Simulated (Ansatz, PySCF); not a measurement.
Gas-phase reaction (SMILES): CCOB(F)F [ethoxy(difluoro)borane] + [H][H] (H2) -> FBF [difluoroborane] + CCO; hydrogen cleaves one B-O bond, a model of a ligand-exchange step.

Each molecule is optimised on its own at B3LYP-D3(BJ)/def2-TZVP (Ansatz, a quantum-chemistry and plane-wave program), one conformer each, not searched for the lowest. Correlated levels leave the core frozen unless marked. No spin-orbit coupling. Non-relativistic. CBS(X,Y): correlation extrapolated as X^-3; Hartree-Fock from the larger set. The bracket is a focal-point correction in the basis named. Thermal terms are rigid-rotor harmonic-oscillator values from B3LYP-D3(BJ) frequencies (Ansatz or PySCF) at 298.15 K and 1 atm. 1 Eh = 627.5095 kcal/mol.

| species | E, RI-MP2/CBS(aug-cc-pVTZ,aug-cc-pVQZ)+[CCSD(T)-MP2]/aug-cc-pVTZ (Ansatz) (Eh) | E, wB97X-V/def2-TZVPD (Ansatz) (Eh) | H - E (Eh) |
|---|---|---|---|
| CCOB(F)F | -378.84012 | -379.19872 | 0.08866 |
| [H][H] (H2) | -1.17524 | -1.17238 | 0.01336 |
| FBF | -225.09209 | -225.27502 | 0.02196 |
| CCO | -154.88074 | -155.05412 | 0.08491 |

Work out ΔE and ΔH at 298.15 K at the first level, then ΔH at the second.


1. ΔE = [(-225.09209) + (-154.88074)] - [(-378.84012) + (-1.17524)] = 0.04253 Eh = 26.7 kcal/mol at RI-MP2/CBS(aug-cc-pVTZ,aug-cc-pVQZ)+[CCSD(T)-MP2]/aug-cc-pVTZ.
2. The terms H - E add up to 0.00485 Eh, so ΔH = (0.04253 + (0.00485))×627.5095 = 29.7 kcal/mol.
3. At wB97X-V/def2-TZVPD the same steps give ΔE = 26.3 and ΔH = 29.4 kcal/mol, a shift of -0.3 from the first level.
4. These values are not checked against measurement here, since the tables used lack a sound gas-phase enthalpy of formation for at least one species.
